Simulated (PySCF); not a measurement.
Working out the excitation energy of Ne²⁺

Ne²⁺ [He] 2s2 2p4 (3P) → Ne²⁺ [He] 2s2 2p3 3d1 (5D). Calculation: PySCF 2.14, in aug-cc-pCVTZ-DK (7s6p4d2f, 59 functions); the spin-free X2C one-electron Hamiltonian (Gaussian nucleus). Frozen: 1s2. Energies in hartree (1 hartree = 27.21139 eV):

```
            part  Ne²⁺ (lower)  Ne²⁺ (upper)
             UHF   -126.505434   -124.563575
CCSD correlation     -0.165404     -0.133276
             (T)     -0.001682     -0.001545
```

Problem. What does Hartree-Fock give?

Solution. (-124.563575) − (-126.505434) = 1.941859 hartree = 52.841 eV.

Problem. What do CCSD and CCSD(T) give?

Solution. The CCSD correlation energies differ by 0.032128 hartree = 0.874 eV and the triples by 0.000137 hartree = 0.004 eV, so CCSD gives 53.715 eV and CCSD(T) 53.719 eV.
